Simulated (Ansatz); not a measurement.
Relaxation of C$_{2}$H$_{6}$BCl (10 atoms, charge 0, multiplicity 1), to a largest force component of 0.02 eV/Å in at most 40 steps.

These are results of Ansatz, RKS PBE-D4/6-31G*, not measurements.

```xyz
10
Properties=species:S:1:pos:R:3
B 0.000 0.000 0.000
C 0.000 0.000 1.600
H -1.000 -0.309 1.970
H 0.768 -0.711 1.970
H 0.232 1.020 1.970
C 1.386 0.000 -0.800
H 1.715 -1.046 -0.970
H 1.249 0.508 -1.777
H 2.155 0.538 -0.208
Cl -1.611 0.000 -0.930
```

Where does it end, and by what steps?

The run converged. The force dipped under the threshold on the way, but the program's further checks kept it going. After 8 steps the energy has fallen by 0.137 eV; H5 moved furthest, 0.19 Å.

```tsv
step	energy less start (eV)	largest force component (eV/Å)	accepted
0	0.0000	1.196	yes
1	-0.1104	0.455	yes
2	-0.1332	0.231	yes
3	-0.1351	0.138	yes
4	-0.1364	0.011	yes
5	-0.1366	0.022	yes
6	-0.1366	0.052	yes
7	-0.1368	0.037	yes
8	-0.1370	0.003	yes
```

```xyz
10
Properties=species:S:1:pos:R:3
B 0.033 0.008 0.020
C -0.029 -0.018 1.588
H -0.966 -0.423 2.001
H 0.832 -0.548 2.031
H 0.048 1.032 1.939
C 1.366 0.010 -0.808
H 1.602 -1.043 -1.063
H 1.293 0.551 -1.766
H 2.226 0.392 -0.232
Cl -1.512 0.039 -0.884
```

Whether the end is a true minimum wasn't checked by a vibrational analysis.

Run time: 13 s on 1 thread of Intel(R) Xeon(R) 6975P-C (Granite Rapids) (shared host), peak memory 0.13 GiB.
